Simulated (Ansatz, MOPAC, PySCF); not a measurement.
Isomers of Cl2H4Si2: 1 is [SiH3][SiH](Cl)Cl, 2 is Cl[SiH2][SiH2]Cl; one conformer of each (the lowest of an xTB search), B3LYP-D3(BJ)/def2-TZVP minima.
Isomer 1 (charge 0, multiplicity 1):
| atom | x (Å) | y (Å) | z (Å) |
|---|---|---|---|
| Si | -1.2363 | -0.0200 | -0.0709 |
| Si | 1.0853 | -0.0243 | 0.2093 |
| Cl | 1.8169 | 1.8655 | -0.1915 |
| Cl | 1.9221 | -1.3724 | -1.1135 |
| H | -1.7645 | -1.3758 | 0.2068 |
| H | -1.5392 | 0.3665 | -1.4667 |
| H | -1.8401 | 0.9536 | 0.8682 |
| H | 1.5559 | -0.3931 | 1.5582 |
Isomer 2 (charge 0, multiplicity 1):
```xyz
8

Cl    -2.264     1.393    -0.284
Si    -1.126    -0.317     0.019
Si     1.126     0.317    -0.019
Cl     2.264    -1.394     0.281
H     -1.501    -0.900     1.325
H     -1.434    -1.278    -1.061
H      1.435     1.277     1.063
H      1.500     0.902    -1.324
```

No zero-point or thermal terms.

Correlated levels freeze the cores. Rows in 3-21G, 6-31G*, LANL2DZ carry no dispersion term and start afresh at each structure (6-31G* with six Cartesian d functions). LANL2DZ brings its own core potentials from Na on. The state that PM6 reach isn't checked.

The values were computed with Ansatz (Gaussian basis) for Hartree–Fock, density functionals and correlated methods; MOPAC for PM6 (differences of heats of formation); PySCF for 3-21G rows, 6-31G* rows, LANL2DZ rows, the dispersion terms. Each number belongs to the level named beside it.

```
level                   electronic energy of isomer 2 less that of isomer 1 (kJ/mol)
----------------------  ------------------------------------------------------------
PM6                                                                             15.6
HF/3-21G                                                                        -2.2
revPBE/def2-TZVPP                                                                8.3
B3LYP/6-31G*                                                                     6.9
B3LYP/LANL2DZ                                                                      …
B3LYP/def2-TZVPP                                                                 6.9
B3LYP-D4/def2-TZVPP                                                              9.0
PBE0-D3(BJ)/def2-TZVPP                                                           9.1
MP2/cc-pV(Q+d)Z                                                                  9.1
```

Question: What belongs in the gaps?

Answer: 
- B3LYP/LANL2DZ, electronic energy of isomer 2 less that of isomer 1 (kJ/mol): 2.9

Ansatz is a program for electronic structure.
